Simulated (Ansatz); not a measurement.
System: GeCl, net charge 1, singlet state. 
Coordinates optimised at B3LYP-D3(BJ)/def2-TZVP (Ansatz, an electronic-structure program):
```xyz
2

Cl     0.0000     0.0000    -1.3563
Ge     0.0000     0.0000     0.7205
```
Charge +1, spin multiplicity 1.

Parts of the frozen-core correlation energy in STO-3G (Ansatz, hartree). Frozen orbitals: 19; correlated occupied orbitals by spin: 5 and 5; virtual: 3 and 3. No spin-orbit coupling. No relativistic terms.

```csv
term,value
reference (HF),-2506.14150
MP2 opposite-spin,-0.03378
MP2 same-spin,-0.00705
CCSD correlation,-0.05322
(T),-0.00416
FCI minus CCSD(T),-0.00050
T1 diagnostic,0.024
largest doubles amplitude,0.077
```
